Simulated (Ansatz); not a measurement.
The first iterations of a band of ClGaH₃N (6 atoms, charge 0, multiplicity 1).

Computed with RKS CAM-B3LYP/def2-SVPD in Ansatz.

* movable images: 7
* climbing image: yes
* spring: 5.0 eV/Å²
* optimiser: quadratic models (default)
* start path: through a guess of the saddle point
* force threshold: 0.03 eV/Å
* iteration limit: 60
* end points: relaxed

First end point:

```xyz
6
Properties=species:S:1:pos:R:3
Ga 0.105 -0.077 0.333
H 0.083 -0.514 1.808
Cl 1.974 0.523 -0.584
N -1.302 0.005 -0.786
H -2.250 -0.237 -0.532
H -1.225 0.300 -1.750
```

Last end point:

```xyz
6
Properties=species:S:1:pos:R:3
Ga -0.398 -0.009 -0.217
H 1.887 0.055 0.954
Cl 3.053 0.093 1.544
N -2.041 -0.039 -1.084
H -2.918 -0.312 -0.651
H -2.198 0.212 -2.056
```

| iteration | highest image above the first end (eV) | largest band force component (eV/Å) |
| --- | --- | --- |
| 1 | 3.488 | 2.148 |
| 2 | 2.771 | 1.722 |
| 3 | 2.715 | 1.457 |
| 4 | 2.623 | 0.924 |
| 5 | 2.467 | 1.576 |
| 6 | 2.408 | 1.668 |
| 7 | 2.405 | 0.874 |
| 8 | 2.417 | 0.654 |
| 9 | 2.409 | 0.605 |
| 10 | 2.355 | 1.148 |

Task: Does the band converge within its limit, and where does its top end?

Result: The forces met the threshold. It ended after 30 iterations with the highest image 2.384 eV above the first end. A vibrational analysis at the climbing image gives one clearly imaginary mode, 1053i cm⁻¹: a first-order saddle point. The orbitals stay closed-shell, which can raise the energy where a bond breaks towards radicals; this wasn't checked here.

The run took 3.3 min on 4 threads of Intel(R) Xeon(R) 6975P-C (Granite Rapids) (shared host), peak memory 0.33 GiB.
